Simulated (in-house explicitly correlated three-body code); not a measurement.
Computed with an exponentially correlated three-body code. Model: two electrons around a point charge, non-relativistic, variational in 260 exponentially correlated functions (energies converged to about 1e-7 hartree, or 1e-8 relative for large Z).

For two electrons in a singlet the Kohn-Sham orbital is the square root of half the density, so the exact Kohn-Sham potential and energy parts follow from the density alone, and exchange is minus half the Hartree energy. The Kohn-Sham level equals minus the binding energy of the second electron.

Command:
```bash
python run_hyl.py task.json out
```
Settings (lengths in bohr, energies in hartree):
```
Z                      1.54
interaction_strength   1
functions              260
states_tried           13
```

Time taken, with all properties: 34 s on 1 thread of Intel(R) Xeon(R) Platinum 8375C CPU @ 2.90GHz (Ice Lake), with other jobs on the host.

**Those bound S and P states to n = 4 that converged, binding against the one-electron ion.**

Given: nuclear charge 1.54.

Computed: one-electron threshold -1.1858 hartree.

```tsv
term	energy (hartree)	binding (eV)	quantum defect
1 1S	-1.56196138	10.236	0.37743
2 3S	-1.24584687	1.634	0.44176
2 1S	?	?	?
2 3P	-1.2242205	1.0455	0.051963
2 1P	-1.2221901	0.99023	-0.0016454
3 3S	?	?	?
3 1S	-1.20493871	0.52079	0.23991
3 3P	-1.20263388	0.45807	0.057025
3 1P	-1.20196332	0.43983	-0.0034022
4 3S	-1.19724386	0.3114	0.43062
4 3P	-1.19518568	0.2554	0.058642
4 1P	-1.1948945	0.24747	-0.0039573
```

(1) What belongs in the row 2 1S?

(2) What belongs in the row 3 3S?

**Electric-dipole lines between converged S and P states, rate of the upper state's decay.**

```csv
s state,p state,p minus s (eV),oscillator strength from s,rate (1/s)
1 1S,2 1P,9.2456,0.13625,1.6846e+08
1 1S,3 1P,9.796,0.039326,5.4585e+07
1 1S,4 1P,9.9884,0.016403,2.367e+07
2 1S,2 1P,?,?,?
2 1S,3 1P,0.85314,0.056355,593280
2 1S,4 1P,1.0455,0.023022,363980
3 1S,2 1P,-0.46943,-0.22731,2.1736e+06
3 1S,3 1P,0.080964,0.94135,89254
3 1S,4 1P,0.27332,0.041992,45372
2 3S,2 3P,0.58848,0.76502,3.832e+06
2 3S,3 3P,1.1759,0.002086,41719
2 3S,4 3P,1.3786,0.00278,76416
3 3S,2 3P,-0.44338,-0.34297,2.9256e+06
3 3S,3 3P,0.14403,1.2384,371560
3 3S,4 3P,0.3467,0.00033578,583.79
4 3S,2 3P,-0.73407,-0.037929,886880
4 3S,3 3P,?,?,?
4 3S,4 3P,0.056006,1.6705,75787
```

(3) What belongs in the row 2 1S 2 1P?

(4) What belongs in the row 4 3S 3 3P?

**Exact Kohn-Sham parts of the ground state from its density.**

Computed: Kohn-Sham kinetic 1.528 hartree; Hartree energy 1.4699 hartree; exchange energy -0.73495 hartree; DFT correlation energy -0.04107 hartree; kinetic part of the DFT correlation energy 0.033937 hartree; potential part of the DFT correlation energy -0.075007 hartree; exact minus restricted Hartree-Fock -0.040896 hartree; Kohn-Sham level -10.236 eV; restricted Hartree-Fock level -10.665 eV; C6 of two such species 12.064 hartree·bohr⁶.

(5) What is the total energy?

(6) What is the dipole polarisability?

**Functionals on the exact density and self-consistent, errors are functional minus exact, hybrids only self-consistent, a dash where a self-consistent run leaves the top level unbound.**

```csv
result,exchange error (millihartree),correlation error (millihartree),functional driven error (millihartree),density driven error (millihartree),self consistent total error (millihartree),top level plus exact binding (eV)
SCAN,-5.9703,5.347,-0.62334,-0.20055,-0.82388,5.4168
r2SCAN0,-,-,-,-,0.82717,3.8495
revTPSS,-5.0479,-2.5161,-7.564,-0.14503,-7.709,5.4454
OLYP,-3.8031,1.1042,-2.699,-1.2447,-3.9437,5.8978
TPSS,-5.7407,0.84091,-4.8998,-0.24264,-5.1424,5.5782
PBE0,-,-,-,-,?,?
M06-L,-9.5645,4.7329,-4.8317,-2.2898,-7.1215,5.4074
AM05,75.31,-44.055,31.255,-0.93706,30.318,6.0231
PBEsol,37.938,-7.4789,30.459,-0.82075,29.639,5.9993
RPBE,-8.6835,2.0698,-6.6137,-0.93053,-7.5442,5.8341
LDA PW92,99.323,-56.841,42.482,-1.3445,41.138,5.9026
PBE,?,?,?,?,?,?
LDA VWN5,99.323,-57.062,42.262,-1.3293,40.932,5.9012
BLYP,-3.99,1.1042,-2.8859,-1.1388,-4.0246,5.8022
```

(7) What belongs in the row PBE0?

(8) What belongs in the row PBE?

Answers

(1) energy (hartree): -1.2333155; binding (eV): 1.293; quantum defect: 0.24829.

(2) energy (hartree): -1.20792672; binding (eV): 0.6021; quantum defect: 0.43303.

(3) p minus s (eV): 0.30274; oscillator strength from s: 0.57779; rate (1/s): 765940.

(4) p minus s (eV): -0.14667; oscillator strength from s: -0.69278; rate (1/s): 646670.

(5) -1.56196138 hartree.

(6) 5.8131 bohr³.

(7) self consistent total error (millihartree): 5.0497; top level plus exact binding (eV): 4.1676.

(8) exchange error (millihartree): 4.2273; correlation error (millihartree): 2.0698; functional driven error (millihartree): 6.297; density driven error (millihartree): -0.78136; self consistent total error (millihartree): 5.5157; top level plus exact binding (eV): 5.8623.

The density-driven part is never positive, since each functional's own density lowers its energy. Here it is small beside the functional-driven part (median ratio 0.087), the normal case. The correlation energy of density-functional theory lies 0.17 millihartree below exact minus Hartree-Fock, because the Hartree-Fock density, unlike the exact one, minimises the Hartree-Fock energy.
